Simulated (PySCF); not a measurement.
C3H8BNO, SMILES C[C@H]1COB1N. Geometry: PBE-D3(BJ)/def2-SVP. The structure was generated by enumeration; whether it is a known compound was not checked. One conformer was computed; it need not be the lowest.

These are PBE-D3(BJ)/def2-SVP (PySCF 2.14.0) values and carry that method's errors.

Harmonic wavenumbers (cm⁻¹): 120, 161, 217, 298, 355, 368, 507, 591, 606, 731, 831, 855, 883, 966, 975, 1081, 1109, 1126, 1152, 1168, 1261, 1336, 1348, 1403, 1422, 1427, 1451, 1563, 2949, 2954, 2995, 3013, 3032, 3047, 3530, 3642. Rotational constants (GHz): 4.983, 3.318, 2.181; symmetry number 1.

**Question.** Work out the zero-point energy and the ideal-gas rigid-rotor harmonic-oscillator thermochemistry at 298.15 K and 1 atm.

**Answer.** ZPE = ½ Σ hcν = ½ × 50474 cm⁻¹ = 301.90 kJ/mol. H − E(el) = 322.49 kJ/mol. Entropy in J/(mol K): translation 164.14, rotation 111.26, vibration 59.61, total 335.01. G − E(el) = 222.61 kJ/mol. Cp = 113.47 J/(mol K). Modes under 150 cm⁻¹ make the vibrational entropy uncertain.
